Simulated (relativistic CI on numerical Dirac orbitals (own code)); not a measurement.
## Mg2+: what numerical and physical settings do to a radial Dirac CI calculation

Reference input:

```
atom Mg  Z=12  charge=2  electrons=10
nucleus A=24  rms_radius_fm=3.0570
hamiltonian dirac-coulomb  breit=on  qed=on  c_scale=1
orbitals kli  potential=per-configuration
slater_scale 1
correlation none
mixing on
grid step=0.0125 r_max=24.9
scf mixing=0.4 start=green max_iterations=150 tolerance=2e-08 node_fill=0.05
configurations
  [He] 2s2 2p6
end
```

Computed lowest total energy -199.09531 Ha, 10 SCF steps. Runs with settings changed; * marks those that are bad on purpose (the QED terms keep the true α when c is scaled):

```tsv
Changed	Outcome	Lowest level	ΔE (Ha)	First excitation (cm⁻¹)	SCF steps	Message
QED terms off, speed of light × 0.8	converged	2p6 1S_0	-0.183		10	
iteration limit 20, speed of light × 2, grid step 0.008	converged	2p6 1S_0	0.214		11	
grid step 0.006, start potential thomas-fermi, Breit term off	converged	2p6 1S_0	-0.0318		11	
SCF tolerance 1e-10	converged	2p6 1S_0	8.56e-11		12	
grid step 0.08 *	converged	2p6 1S_0	0.000177		11	
nuclear radius 3057.0 fm *	converged	2p6 1S_0	29.5		10
```

With so few configurations and no correlation, terms lie too far apart (by 10 to 50 % near neutrality), their order can be wrong, and levels of other configurations are missing.
